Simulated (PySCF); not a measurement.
ethylene carbonate (C₃H₄O₃), singlet, at a GFN2-xTB geometry; PySCF with DF-PBE/def2-SV(P).

PySCF was given this input:
```python
from pyscf import gto, scf, dft

mol = gto.Mole()
mol.atom = '''
    O     2.023648   -0.101964   -0.022196
    C     0.841292   -0.042389   -0.009227
    O     0.025280   -1.109066    0.060159
    C    -1.329230   -0.704059    0.056644
    C    -1.252658    0.834151   -0.028325
    O     0.135297    1.100975   -0.061921
    H    -1.804684   -1.055102    0.976343
    H    -1.829133   -1.152343   -0.806069
    H    -1.710429    1.232215   -0.937789
    H    -1.685980    1.329456    0.844623
'''
mol.basis = 'def2-sv(p)'
mol.charge = 0
mol.spin = 0
mol.verbose = 4
mol.symmetry = True
mol.build()

mf = dft.RKS(mol)
mf.xc = 'pbe'
mf = mf.density_fit(auxbasis='def2-universal-jkfit')
mf.kernel()
mf.analyze()
```

It wrote (shortened):

```
PySCF version 2.14.0

[INPUT] verbose = 4
[INPUT] num. atoms = 10
[INPUT] num. electrons = 46
[INPUT] charge = 0
[INPUT] spin (= nelec alpha-beta = 2S) = 0
[INPUT] symmetry True subgroup None
[INPUT] Mole.unit = angstrom
[INPUT] Symbol           X                Y                Z      unit          X                Y                Z       unit  Magmom
[...]
nuclear repulsion = 247.481596627933
point group symmetry = C2v
symmetry origin: [-8.21620053e-08  1.64324011e-07 -1.64324011e-07]
symmetry axis x: [-0.01369547 -0.05446986 -0.99842149]
symmetry axis y: [-0.04964329 -0.99724671  0.05508673]
symmetry axis z: [ 0.99867311 -0.05031936 -0.0109537 ]
num. orbitals of irrep A1 = 36
num. orbitals of irrep A2 = 12
num. orbitals of irrep B1 = 16
num. orbitals of irrep B2 = 28
number of shells = 44
number of NR pGTOs = 160
number of NR cGTOs = 92
basis = def2-sv(p)
ecp = {}

******** <class 'pyscf.df.df_jk.DFSymAdaptedRKS'> ********
method = DFSymAdaptedRKS
initial guess = minao
damping factor = 0
level_shift factor = 0
DIIS = <class 'pyscf.scf.diis.CDIIS'>
diis_start_cycle = 1
diis_space = 8
diis_damp = 0
SCF conv_tol = 1e-09
SCF conv_tol_grad = None
SCF max_cycles = 50
direct_scf = False
XC library pyscf.dft.libxc version 7.1.2
    S. Lehtola, C. Steigemann, M. J. T. Oliveira, and M. A. L. Marques,  SoftwareX 7, 1–5 (2018)
XC functionals = pbe
    J. P. Perdew, K. Burke, and M. Ernzerhof,  Phys. Rev. Lett. 77, 3865 (1996)
    J. P. Perdew, K. Burke, and M. Ernzerhof,  Phys. Rev. Lett. 78, 1396 (1997)
    J. P. Perdew, K. Burke, and M. Ernzerhof,  Phys. Rev. Lett. 77, 3865 (1996)
    J. P. Perdew, K. Burke, and M. Ernzerhof,  Phys. Rev. Lett. 78, 1396 (1997)
radial grids:
    Treutler-Ahlrichs [JCP 102, 346 (1995); DOI:10.1063/1.469408] (M4) radial grids

becke partition: Becke, JCP 88, 2547 (1988); DOI:10.1063/1.454033
pruning grids: <function nwchem_prune>
grids dens level: 3
symmetrized grids: True
atomic radii adjust function: <function treutler_atomic_radii_adjust>
small_rho_cutoff = 0
Freeze 0 electrons in irreps []
    46 free electrons in irreps A1 A2 B1 B2
Set gradient conv threshold to 3.16228e-05
Initial guess from minao.
tot grids = 123832
init E= -342.696675673117
HOMO (A2) = -0.332140451014771  LUMO (B1) = -0.0493927523112703  gap/eV = 7.69396
cycle= 1 E= -341.545148491505  delta_E= 1.15  |g|= 1.08  |ddm|= 3.48
HOMO (B2) = -0.072574163662773  LUMO (A1) = 0.00139797930567864  gap/eV = 2.01288
[...]
cycle= 4 E= -341.75912479147  delta_E= -0.0597  |g|= 0.147  |ddm|= 0.54
HOMO (B2) = -0.248090622176448  LUMO (B1) = 0.0033874309432067  gap/eV = 6.84307
cycle= 5 E= -341.762674470459  delta_E= -0.00355  |g|= 0.0416  |ddm|= 0.117
HOMO (B2) = -0.243753520066989  LUMO (B1) = 0.00754639950269209  gap/eV = 6.83822
cycle= 6 E= -341.763072367304  delta_E= -0.000398  |g|= 0.0124  |ddm|= 0.0453
HOMO (B2) = -0.243839825155903  LUMO (B1) = 0.00790513008230442  gap/eV = 6.85033
cycle= 7 E= -341.763103971769  delta_E= -3.16e-05  |g|= 0.00323  |ddm|= 0.0109
HOMO (B2) = -0.244445808367073  LUMO (B1) = 0.00746202959565789  gap/eV = 6.85476
cycle= 8 E= -341.763106440617  delta_E= -2.47e-06  |g|= 0.000782  |ddm|= 0.00404
HOMO (B2) = -0.244398365377875  LUMO (B1) = 0.00755307801079474  gap/eV = 6.85595
cycle= 9 E= -341.763106576071  delta_E= -1.35e-07  |g|= 7.68e-05  |ddm|= 0.000776
HOMO (B2) = -0.244404842726989  LUMO (B1) = 0.00754743678384895  gap/eV = 6.85597
cycle= 10 E= -341.763106577143  delta_E= -1.07e-09  |g|= 8.28e-06  |ddm|= 6.75e-05
HOMO (B2) = -0.244404823353215  LUMO (B1) = 0.00754773425031996  gap/eV = 6.85598
cycle= 11 E= -341.763106577155  delta_E= -1.22e-11  |g|= 2.23e-06  |ddm|= 1.13e-05
HOMO (B2) = -0.244404778796997  LUMO (B1) = 0.00754752098416089  gap/eV = 6.85597
Extra cycle  E= -341.763106577155  delta_E= -3.41e-13  |g|= 2.62e-06  |ddm|= 3.82e-06
converged SCF energy = -341.763106577155
**** SCF Summaries ****
Total Energy =                        -341.763106577155099
Nuclear Repulsion Energy =             247.481596627933186
One-electron Energy =                 -957.072318387063774
Two-electron Energy =                  367.827615181975489
Two-electron Coulomb Energy =          411.015708592270812
DFT Exchange-Correlation Energy =      -43.188093410295338
HOMO-LUMO gap [eV] =                     6.855971287971860
Wave-function symmetry = A1
occupancy for each irrep:     A1   A2   B1   B2
                              11    2    3    7
**** MO energy ****
[...]
 ** Mulliken pop on meta-lowdin orthogonal AOs  **
 ** Mulliken pop  **
 ** Mulliken atomic charges  **
charge of    0O =     -0.39682
charge of    1C =      0.56857
charge of    2O =     -0.30811
charge of    3C =      0.00428
charge of    4C =      0.00428
charge of    5O =     -0.30811
charge of    6H =      0.10898
charge of    7H =      0.10898
charge of    8H =      0.10898
charge of    9H =      0.10898
Dipole moment(X, Y, Z, Debye): -5.05874,  0.25489,  0.05548
```
